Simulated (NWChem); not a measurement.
P₂H cation; SMILES [PH+]#P

```xyz
3

P      0.0000     0.0000     1.0404
P      0.0000     0.0000    -0.8584
H      0.0000     0.0000    -2.2951
```
Atoms are numbered in this order, from 1.

Computed with NWChem. Pople sets run with spherical d functions. All runs use the structure optimised with PBE-D3(BJ)/def2-SVP. B3LYP is NWChem's, with the RPA form of VWN correlation. Vertical excitations in the gas phase; the lowest state need not have the same character in each row.

```csv
level,"lowest excitation, singlet (eV)",oscillator strength of that lowest state,"lowest state with f > 0.02, singlet (eV)",oscillator strength of that bright state,orbital gap (eV)
"PBE/6-31+G*, full TDDFT",3.76,0.000,5.96,0.052,3.76
"B3LYP/6-31+G*, full TDDFT",3.55,0.000,6.04,0.072,5.16
"LRC-wPBEh/6-31+G*, full TDDFT",3.42,0.000,5.05,0.021,9.07
"CAM-B3LYP/6-31+G*, full TDDFT",3.31,0.000,4.92,0.021,7.88
```
